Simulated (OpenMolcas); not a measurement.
Cr2+ (d4) among equal point charges was computed by CASSCF with the d shell active (OpenMolcas, ANO-RCC-VDZP on the metal). Its lowest spin-free states, and all those of the highest spin:

| 2S+1 | Degeneracy | E (cm-1) |
| --- | --- | --- |
| 5 | 3 | 0.0 |
| 5 | 2 | 1644 |
| 3 | 3 | 18498 |
| 3 | 3 | 19149 |
| 3 | 3 | 20014 |
| 3 | 2 | 20457 |
| 3 | 3 | 21849 |
| 3 | 3 | 22607 |
| 3 | 3 | 23171 |
| 3 | 1 | 23499 |
| 3 | 3 | 24192 |
| 3 | 2 | 24978 |

Question: Is the site octahedral, tetrahedral or cube-like, axial, or of lower symmetry?

Answer: The states with 2S+1 = 5 have orbital degeneracies 3, 2. Threefold states need a cubic site. For d4 at this spin an octahedron puts the twofold E below the threefold T2 and a tetrahedron or cube puts the threefold T2 below the twofold E, so the site is a tetrahedron or a cube, which this pattern cannot tell apart. The first gap at this spin, 1640 cm-1, is |10Dq| in ligand-field theory. The run had Cr2+ among 4 point charges of -1 e arranged as a tetrahedron (Td), 1.92 Å from the ion.

An orbital triplet at a regular site is open to Jahn-Teller coupling, which can distort the site and quench the lowest spin-orbit gaps and is left out. Without dynamic correlation the repulsion within the d shell is too large (B by tens of per cent), so at a given field states of lower spin stand too high. The ground term spreads over less than 5000 cm-1, several times less than with real ligands, so orbital moments are less quenched and χT lies further from the spin-only value than at real sites. This is an electrostatic model: the charges have no orbitals. No measured value stands beside these numbers.
